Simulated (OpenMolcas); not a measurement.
Computed levels of 4d5 in ions with 41 electrons, in cm-1 above 6S 5/2.

```json
{
  "Program": "OpenMolcas 26.06",
  "Method": "SS-CASPT2, IPEA 0.25 Eh, imaginary shift 0.1 Eh",
  "Basis": "ANO-RCC-VTZP",
  "Scalar Hamiltonian": "DKH2, point nucleus",
  "Spin-orbit coupling": "RASSI with atomic mean-field integrals over the reference wave functions, term energies averaged over their components"
}
```

Active space for each ion: 5 electrons in 5 orbitals (4d); closed shells correlated by CASPT2: 4s 4p.

```
  Level   Tc2+   Rh4+   Pd5+   Ag6+
 4G 5/2  20960  26560  28680  31440
 4G 7/2  21100  26920  29300  32320
4G 11/2  21160  27050  29500  32590
 4G 9/2  21190  27140  29640  32790
 4P 3/2  23330  29650  31980  35030
 4P 1/2  23840  30620  33260  36570
 4D 7/2  24810  31910  34820  38500
 4D 1/2  25380  33150  36520  40570
 4D 3/2  25790  33880  37440  41630
```

Task: Estimate 4G 5/2, 4G 7/2 for Ru3+ from its neighbours Tc2+ and Rh4+.

Result: 4G 5/2 is another term, which grows about linearly with the charge: (20960 + 26560) / 2 = 23760. The calculation gives 23960, so the estimate is off by -0.8 %.
4G 7/2 is another term, which grows about linearly with the charge: (21100 + 26920) / 2 = 24010. The calculation gives 24190, so the estimate is off by -0.7 %.

Mixed levels, with the weight of the term that names them: Tc2+ 4P 3/2 (63 %), Tc2+ 4P 1/2 (75 %), Tc2+ 4D 3/2 (62 %), Ru3+ 4P 3/2 (59 %), Ru3+ 4P 1/2 (71 %), Ru3+ 4D 1/2 (71 %), Ru3+ 4D 3/2 (59 %), Rh4+ 4P 3/2 (56 %), Rh4+ 4P 1/2 (68 %), Rh4+ 4D 1/2 (68 %), Rh4+ 4D 3/2 (56 %), Pd5+ 4P 3/2 (55 %), Pd5+ 4P 1/2 (67 %), Pd5+ 4D 1/2 (68 %), Pd5+ 4D 3/2 (54 %), Ag6+ 4P 3/2 (55 %), Ag6+ 4P 1/2 (68 %), Ag6+ 4D 1/2 (69 %), Ag6+ 4D 3/2 (55 %).

CASPT2 breaks the degeneracy within a term, and the mean is taken; among the terms shown or strongly mixed into the levels shown the widest spread is 130 cm-1 (4d5 4G, Tc2+). Terms from blocks run as CI alone lack orbitals of their own. Levels of configurations with an s electron are missing; early in the row they begin among the upper levels of the d shell and mix with terms of their name (holds for Tc2+). Levels of configurations outside the active space are missing.
